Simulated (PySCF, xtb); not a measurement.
thionyl fluoride anion (F₂OS), SMILES O=S(F)F (connectivity only; charge and spin as stated), charge -1, multiplicity 2.

Harmonic wavenumbers (cm⁻¹) from GFN2-xTB in xtb at its own minimum, in rising order: 193, 221, 337, 433, 549, 1134.

Task: What does PBE-D3(BJ)/def2-SVPD (PySCF) give at its own minimum? (The exact figures need the calculation; the answer reports its results.)

Result: 162, 215, 319, 365, 452, 1063. Paired by order, the mean absolute difference is 49 cm⁻¹ and the zero-point energies are 4.1 and 3.7 kcal/mol.
